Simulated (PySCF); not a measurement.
**Electron correlation in Pt(66+) (platinum, charge +66)**

[Ne] 3s2, closed-shell 1S. Calculation: PySCF 2.14, in an even-tempered Gaussian basis (17 s from 20 bohr⁻², ratio 2.5; 12 p from 26 bohr⁻², ratio 2.5; 4 d from 95 bohr⁻², ratio 2.7; 4 f from 140 bohr⁻², ratio 2.7); the spin-free X2C one-electron Hamiltonian (Gaussian nucleus). Frozen: 1s2; 10 electrons correlated; the 20 highest virtual orbitals of each spin left out.

```json
{"level": "CCSD", "correlation energy (mhartree)": "-496.36"}
{"level": "(T)", "correlation energy (mhartree)": "-0.29"}
{"level": "CCSD(T)", "correlation energy (mhartree)": "-496.65"}
```

Diagnostics: T1 = 8.4e-05, D1 = 0.0003, largest double amplitude 0.028.

Question: Is a single reference adequate?

Answer: Yes, within this model without spin-orbit coupling: T1 lies below 0.03 and no double amplitude reaches 0.07.

At this charge the one-electron X2C treatment keeps the bare 1/r₁₂, with no two-electron picture change or Breit term. The effect here is smaller than on the frozen 1s shell; and a scalar Hamiltonian misses the large spin-orbit splitting of the p shells, which matters for ns² → np² pairs.
